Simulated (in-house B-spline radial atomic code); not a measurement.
# RPA and G0W0 on TPSS: Ga⁸⁺

Configuration [Ar] 3d5, highest spin, mean-field start TPSS. Computed with a B-spline radial code for spherical atoms: all electrons, scalar-relativistic (spin-free one-electron X2C), finite nucleus, each spin shell either full or empty, empty states to l = 9 with an (l + 1/2)⁻⁴ tail; G0W0 by contour deformation at full frequency.

Command:
```bash
python run_gw.py task.json out
```
Settings (radii: box in bohr, nucleus in fm):
```
Z                        31
electrons                23
configuration            [Ar] 3d5
hamiltonian              x2c
method                   tpss,tpss
lmax                     9
rms_radius               3.9973
spin_polarised           True
box_radius               7.7
intervals                66
```

Run time, properties included: 2 s on 1 thread of Arm Neoverse V1 (shared host).

Energies (hartree):

| term | value |
| --- | --- |
| mean-field total | -1920.66504 |
| Hartree-Fock functional on these orbitals | -1919.57783 |
| direct second order | -1.7869 |
| second-order exchange | 0.58384 |
| SOSEX correction | 0.54823 |

(1) What is the RPA correlation energy, and what remains with SOSEX?

Quasi-particle levels (eV):

```
  level  occupied  mean field  Σx - vxc     Σc  QP weight     G0W0
  3d up       yes     -194.67    -18.90      ?          ?        ?
3p down       yes     -268.39    -15.73   0.19      0.967  -283.93
3d down        no     -185.17     20.10  -5.72      0.972  -170.79
```

G0W0 = mean field + (Σx - vxc) + Σc, with Σc (partial-wave tail included) taken at the quasi-particle energy. Only the outer levels were computed. Levels of low weight are left out.

(2) Where does G0W0 put 3d up?

Results:

(1) RPA gives -1.6177 hartree (-1.91 eV per electron); RPA + SOSEX gives -1.0695, and the second-order doubles -1.2031 hartree (no singles). RPA lacks exchange-type terms and so overcorrelates at short range.

(2) At -211.82 eV, with Σc = 1.76 eV and a quasi-particle weight of 0.970. The tabulated removal energy is 211 ± 2.2 eV (NIST, tabulated theory); the calculation leaves out spin-orbit coupling, Breit and QED terms, and what these don't explain is the method's own error.
